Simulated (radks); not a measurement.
The numbers below are computed, except where a source is named.
Dipole-allowed excitations along the series with 12 electrons in [Ne] 3s2. Code: a radial shooting solver on a logarithmic mesh with Libxc functionals. Model: scalar-relativistic Kohn-Sham, LDA (Slater exchange, VWN5 correlation), spin-unpolarised, spherical densities, finite nucleus; Fermi nuclear charge, rms radius of each element as measured or else 0.836 A^(1/3) + 0.57 fm. Time-dependent linear response with the Hartree and adiabatic LDA kernel, continuum included through the Sternheimer equations, no spin-orbit coupling, so fine structure and intercombination lines are absent. Lines are the poles of the dipole polarisability below minus the highest occupied eigenvalue, found on a grid refined at the orbital gaps; the lowest seven at most are given, and weak or close lines can be missed. The first line takes the name of the lowest orbital gap if no other gap lies below it; otherwise a line is named after a gap within 0.6 % of it, if that gap stands alone.

Mg: -e(HOMO) (eV) 4.781; lowest orbital gap (eV) 3s-3p 3.408; first line (eV) 4.223 (3s-3p); f 1.49; static alpha (bohr^3) 70.99; measured (eV) 3s-3p 4.346
Al+: -e(HOMO) (eV) 14.917; lowest orbital gap (eV) 3s-3p 5.767; first line (eV) 7.510 (3s-3p); f 1.74; static alpha (bohr^3) 23.31; measured (eV) 3s-3p 7.421
Si2+: -e(HOMO) (eV) 28.661; lowest orbital gap (eV) 3s-3p 8.007; first line (eV) 10.438 (3s-3p); f 1.61; static alpha (bohr^3) 11.21
P3+: -e(HOMO) (eV) 45.747; lowest orbital gap (eV) 3s-3p 10.200; first line (eV) 13.237 (3s-3p); f 1.46; static alpha (bohr^3) 6.412
S4+: -e(HOMO) (eV) 66.062; lowest orbital gap (eV) 3s-3p 12.372; first line (eV) 15.975 (3s-3p); f 1.34; static alpha (bohr^3) 4.061
Cl5+: -e(HOMO) (eV) 89.552; lowest orbital gap (eV) 3s-3p 14.539; first line (eV) 18.685 (3s-3p); f 1.24; static alpha (bohr^3) 2.751

Measured values: term averages from the NIST Handbook of Basic Atomic Spectroscopic Data.
